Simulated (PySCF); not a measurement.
# Polarisability and C₆ of Hf⁺ (hafnium, charge +1)

[Xe] 4f14 5d2 6s1, high-spin 4F determinant (an excited configuration). Calculation: PySCF 2.14, in aug-cc-pwCVTZ-PP with ECP60MDF (8s8p7d4f3g, 122 functions); scalar relativity through the core potential. Coupled (time-dependent) response in atomic units; α is the mean over directions.

| method | mean α (bohr³) | C₆ (like pair) | S(−4) |
| --- | --- | --- | --- |
| HSE06 | 50.80 | 435.2 | 1441 |

S(−4) is the Cauchy moment in α(ω) = α(0) + S(−4) ω² + …

Spin-orbit coupling is absent.

α(iu) at HSE06:

```tsv
u (hartree)	α(iu) (bohr³)
0	50.80
0.0500	47.49
0.100	40.15
0.200	26.37
0.300	18.18
0.500	10.57
0.750	6.695
1.00	4.780
1.50	2.873
2.00	1.927
3.00	1.029
5.00	0.4238
```

A single London oscillator, α(iu) = α/(1 + u²/ω²), gives C₆ = (3/4) ω α². Matching the computed C₆ needs ω = 4 × 435.2 / (3 × 50.80²) = 0.225 hartree.

For an ion, C₆ is the dispersion term alone; charge-induced terms of lower order in 1/R come first.

Energies and moments cover only the electrons outside the core potential. Spin-orbit coupling, absent here, splits the open shell strongly.
